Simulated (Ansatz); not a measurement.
Born–Oppenheimer molecular dynamics of FH₅N₂Si (9 atoms, charge 0, multiplicity 1). It starts from a relaxed structure.

These are results of Ansatz 0.2.0, RKS B3LYP-D4/def2-SVP, not measurements.

```
ensemble        : NVT, Langevin thermostat
time step       : 0.5 fs
steps asked     : 150
set temperature : 200 K
friction        : 0.02 /fs
seed            : 598451
```

First frame:

```xyz
9
Properties=species:S:1:pos:R:3
Si 0.027 0.043 -0.073
H 0.023 -0.268 1.381
N 1.669 0.123 -0.542
H 2.380 -0.436 -0.082
H 1.936 0.377 -1.487
N -0.746 1.466 -0.638
H -1.750 1.494 -0.777
H -0.363 2.385 -0.446
F -0.848 -1.162 -0.748
```

**Question.** How far do the bonds stretch over the last three quarters of this one trajectory? (Pairs bonded in most of those frames.)

**Answer.** 
| bond | mean (Å) | spread (Å) | shortest | longest |
| --- | --- | --- | --- | --- |
| Si1–H2 | 1.492 | 0.036 | 1.43 | 1.56 |
| Si1–N3 | 1.706 | 0.016 | 1.68 | 1.74 |
| Si1–N6 | 1.712 | 0.015 | 1.69 | 1.74 |
| Si1–F9 | 1.640 | 0.021 | 1.61 | 1.68 |
| N3–H4 | 1.016 | 0.028 | 0.97 | 1.07 |
| N3–H5 | 1.016 | 0.008 | 1.00 | 1.04 |
| N6–H7 | 1.015 | 0.014 | 0.99 | 1.04 |
| N6–H8 | 1.014 | 0.011 | 0.99 | 1.04 |

Mean temperature of the second half: 147 K. The mean temperature of the second half is 26 % below the set value. A run of 0.075 ps of so small a system gives no equilibrium averages.

The run took 7.1 min on 1 thread of Arm Neoverse V1, with other jobs on the host, peak memory 0.15 GiB.
